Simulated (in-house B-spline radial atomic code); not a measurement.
Successive ionisation energies of ytterbium; each step leads to the configuration of the next row (after the last: [Kr] 4d10 4f5/2(6)). Dirac energy differences include first-order Breit, QED and recoil terms. NIST's values go from ground level to ground level; the uncertainty of those that are theory runs from under 0.1 % in few-electron ions to several per cent in heavy many-electron ones. Computed with an all-electron radial atomic-structure program (B-spline basis): Dirac-Hartree-Fock, jj configuration that fills j = l - 1/2 first, finite nuclei.

A number in brackets counts the electrons of a j subshell.

```tsv
ion	configuration	ionisation energy (eV)	tabulated value (eV)	tabulated kind	computed minus tabulated (eV)	highest orbital	largest mean radius (bohr)
Yb	[Xe] 4f14 6s2	5.1	6.25416	measured	-1.1	6s1/2	4.2311
Yb+	[Xe] 4f14 6s1	11.3	12.17919	measured	-0.9	6s1/2	3.7617
Yb2+	[Xe] 4f14	20.5	25.053	semi-empirical	-4.6	4f7/2	1.4917
Yb3+	[Xe] 4f5/2(6) 4f7/2(7)	41.0	43.61	semi-empirical	-2.7	4f7/2	1.4329
Yb4+	[Xe] 4f5/2(6) 4f7/2(6)	77.7	-	-	-	4f7/2	1.3792
Yb5+	[Kr] 4d10 4f5/2(6) 4f7/2(6) 5s2 5p1/2(2) 5p3/2(3)	93.6	99	tabulated theory	-5.4	4f7/2	1.3485
Yb6+	[Kr] 4d10 4f5/2(6) 4f7/2(6) 5s2 5p1/2(2) 5p3/2(2)	110.1	117	tabulated theory	-6.9	4f7/2	1.3209
Yb7+	[Kr] 4d10 4f5/2(6) 4f7/2(6) 5s2 5p1/2(2) 5p3/2(1)	?	?	tabulated theory	?	?	?
Yb8+	[Kr] 4d10 4f5/2(6) 4f7/2(6) 5s2 5p1/2(2)	152.2	163	tabulated theory	-10.8	4f7/2	1.2066
Yb9+	[Kr] 4d10 4f5/2(6) 4f7/2(6) 5s2 5p1/2(1)	?	?	tabulated theory	?	?	?
Yb10+	[Kr] 4d10 4f5/2(6) 4f7/2(6) 5s2	183.3	209	tabulated theory	-25.7	4f7/2	1.0972
Yb11+	[Kr] 4d10 4f5/2(6) 4f7/2(5) 5s2	213.5	244	tabulated theory	-30.5	4f7/2	1.0748
Yb12+	[Kr] 4d10 4f5/2(6) 4f7/2(4) 5s2	262.0	279	tabulated theory	-17.0	4f7/2	1.0533
Yb13+	[Kr] 4d10 4f5/2(6) 4f7/2(4) 5s1	284.5	301	tabulated theory	-16.5	4f7/2	1.0401
Yb14+	[Kr] 4d10 4f5/2(6) 4f7/2(4)	295.7	324	tabulated theory	-28.3	4f7/2	0.59871
Yb15+	[Kr] 4d10 4f5/2(6) 4f7/2(3)	330.4	360	tabulated theory	-29.6	4f7/2	0.58407
Yb16+	[Kr] 4d10 4f5/2(6) 4f7/2(2)	?	?	tabulated theory	?	?	?
Yb17+	[Kr] 4d10 4f5/2(6) 4f7/2(1)	403.5	431	tabulated theory	-27.5	4f7/2	0.55786
```

Fill in the row of Yb7+.

ionisation energy (eV): 127.0; tabulated value (eV): 135; computed minus tabulated (eV): -8.0; highest orbital: 4f7/2; largest mean radius (bohr): 1.2955.

Fill in the row of Yb9+.

ionisation energy (eV): 171.6; tabulated value (eV): 182; computed minus tabulated (eV): -10.4; highest orbital: 4f7/2; largest mean radius (bohr): 1.1854.

Fill in the row of Yb16+.

ionisation energy (eV): 366.3; tabulated value (eV): 396; computed minus tabulated (eV): -29.7; highest orbital: 4f7/2; largest mean radius (bohr): 0.5705.

Where is the largest jump?

From Yb to Yb+, by a factor of 2.19 (5.1421 to 11.269 eV); the highest orbital goes from 6s1/2 to 6s1/2.

How far is this level of theory from the measured and semi-empirical values?

Over those 4 rows the differences run from -4.6 to -0.91 eV (mean absolute value 2.3 eV). The calculation leaves out correlation and, in open shells, the multiplet splittings that an average leaves out.
